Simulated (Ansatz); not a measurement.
B4H⁺. The state is a singlet with charge 1. Geometry r2SCAN-D4/def2-TZVP.

```xyz
5

B    -0.508    0.928   -0.723
B     0.127   -0.219    0.175
B     0.328   -0.964    1.573
B     1.034   -1.520    0.364
H    -0.980    1.775   -1.388
```

The restricted singlet is unstable towards broken spin symmetry in Hartree–Fock (as tested in another run); at PBE-D4/def2-TZVP, r2SCAN-D4/def2-TZVP, B97M-V/def2-TZVP, PBE0-D4/def2-TZVP and others this wasn't settled. Another isomer (triplet) lies 0.41 eV lower at PBE0-D4/def2-TZVP; other spin states weren't run for this one.

Question: Estimate the orbital energies around the gap (eV) in Ansatz with PBE-D4/def2-TZVP, r2SCAN-D4/def2-TZVP, B97M-V/def2-TZVP, PBE0-D4/def2-TZVP, r2SCAN0-D4/def2-TZVP.

Answer: 
```
orbital  PBE-D4/def2-TZVP  r2SCAN-D4/def2-TZVP  B97M-V/def2-TZVP  PBE0-D4/def2-TZVP  r2SCAN0-D4/def2-TZVP
 HOMO−9           -186.39              -189.82           -192.81            -194.15               -196.64
 HOMO−8           -185.24              -188.54           -191.54            -192.77               -195.18
 HOMO−7           -185.21              -188.51           -191.51            -192.74               -195.15
 HOMO−6           -183.13              -186.35           -189.27            -190.50               -192.87
 HOMO−5            -21.76               -22.50            -22.63             -23.75                -24.20
 HOMO−4            -19.09               -19.65            -19.55             -20.90                -21.24
 HOMO−3            -16.58               -17.04            -17.00             -18.22                -18.50
 HOMO−2            -14.26               -14.45            -14.33             -15.10                -15.22
 HOMO−1            -13.04               -13.21            -13.21             -14.12                -14.22
   HOMO            -12.81               -12.91            -12.78             -13.57                -13.65
   LUMO            -10.84               -10.59            -10.33              -9.73                 -9.59
 LUMO+1            -10.68               -10.45            -10.32              -9.70                 -9.56
 LUMO+2            -10.21               -10.00             -9.93              -9.29                 -9.16
 LUMO+3             -8.19                -7.79             -7.76              -7.05                 -6.80
 LUMO+4             -6.13                -5.61             -5.54              -4.98                 -4.67
 LUMO+5             -5.10                -4.52             -4.49              -3.90                 -3.54
```
